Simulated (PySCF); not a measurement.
CH3O3Re (SMILES [CH3][Re](=[O])(=[O])=[O]), singlet, at a GFN2-xTB geometry (such geometries of metal compounds can be far from the true shape) (core potentials on Re), atoms displaced at random by about 0.05 Å a coordinate. Base run: PySCF with HF/def2-SV(P).

PySCF was given this input:
```python
from pyscf import gto, scf
from pyscf.geomopt import geometric_solver

mol = gto.M(
    atom='''
Re    0.07709249   -0.15336260   -0.07088846
O     1.18178993    0.70686162   -0.92963093
O     0.43181408   -0.75487803    1.36114883
O    -1.34290918   -0.64511833   -0.87842252
C    -0.87822767    1.64924834    0.83451612
H    -0.18357145    2.22682809    1.36439880
H    -1.71210970    1.23138601    1.48373869
H    -1.32816522    2.22518872   -0.05417969
''',
    basis='def2-sv(p)',
    ecp={'Re': 'def2-sv(p)'},
    verbose=3,
)

def method(m):
    mf = scf.RHF(m)
    return mf

conv, mol_eq = geometric_solver.kernel(method(mol), maxsteps=100)
print('optimisation converged:', conv)
print(mol_eq.tostring(format='xyz'))
mf = method(mol_eq)
mf.kernel()
```

Each row names what was changed in the base input (with any setting that the change needs).

```csv
change,ΔE vs base (kcal/mol),optimiser steps,core-seconds (rough),outcome
base,0.000,13,200,converged
convergence_set = TURBOMOLE,0.000,13,200,converged
trust = 0.5,0.000,12,200,converged
coordsys = cart,-,-,-,cut at the time limit
convergence_set = GAU_TIGHT,0.000,17,200,converged
```
